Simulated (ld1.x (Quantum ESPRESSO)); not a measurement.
Results of a calculation; reference values are marked as such.
Pseudopotentials across the periodic table

Generated with ld1.x 7.5 (TM, RRKJ, ultrasoft, PAW), atompaw 4.2 or ONCVPSP 4.0.1. The cutoff is in Ry: for ld1.x and atompaw files where the sum of valence levels is converged to 10 mRy in a Bessel basis, for ONCV files where the hardest occupied wave has 1 mHa per electron of residual kinetic energy. The error is the largest all-electron minus pseudo excitation energy over each file’s own four to seven test configurations (ionisations up to +4, promotions, holes and added fractions of an electron), all of which were solved. The labels leave out finer settings (local radius, basis sizes, second energies), which also bear on the numbers. Spin-polarised tests are not counted. The rows are a selection from randomly drawn settings: files with unsolved tests, undetermined cutoffs or missed reference levels are left out.

A true bound ghost makes a file unfit for plane-wave use even where its test errors are small: the radial tests pick states by their node count and pass the ghost by.

```csv
element,potential,cutoff (Ry),largest error (meV),bound ghosts
Nb,"TM, PBEsol, scalar-relativistic, rc 2.00/1.25/2.10 (spd), local p, core correction no, reference 4s2 4p6 4d2 5s0 5p0",80,+746,none
Pd,"TM, PBEsol, scalar-relativistic, rc 1.45/1.45/1.20 (spd), local p, core correction no, reference 4s2 4p6 4d10 5s0",80,+803,none
In,"TM semilocal, LDA (PZ), scalar-relativistic, rc 2.15/2.20/1.60 (spd), local s, core correction yes, reference 4d10 5s2 5p1",80,-137,none
Sn,"TM, BP86, scalar-relativistic, rc 1.80/2.80/2.15 (spd), local s, core correction no, reference 5s2 5p2",21,+100,d
Sn,"ultrasoft, PBE, scalar-relativistic, rc 2.25/2.75/1.60/2.05 (spdf), local smoothed, core correction no, reference 4d10 5s2 5p0",55,-356,"s, p"
```

(1) Fill in the row for In: RRKJ, PBE, scalar-relativistic, rc 2.05/2.25 (sp), local s, core correction no, reference 5s2 5p1.

(2) Fill in the row for Ni: ultrasoft, PBEsol, scalar-relativistic, rc 1.35/1.70/1.80 (spd), local smoothed, core correction yes, reference 3s2 3p6 3d8.5 4s1.5 4p0.

Answers

(1) cutoff 18 Ry, largest error +109 meV, bound ghosts: none.

(2) cutoff 50 Ry, largest error +88 meV, bound ghosts: none.
